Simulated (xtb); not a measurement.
Harmonic IR lines of one isomer of C3H4S3, unscaled. Level of theory: GFN2-xTB in xtb.

```tsv
wavenumber (cm⁻¹)	relative intensity
141	52
197	13
623	5.6
699	12
720	22
848	33
927	52
1038	6.7
1085	3.9
1188	6.7
1213	3.8
1641	39
2435	100
2911	18
2982	7.4
3108	11
```

Task: Identify which structure gives these lines.
A) `SC1=CCSS1`
B) `SC1=CS[C@@H]1S`
C) `SSC1=C(S)C1`
D) `S=C1C[C@@H](S)S1`

Result: A, `SC1=CCSS1`
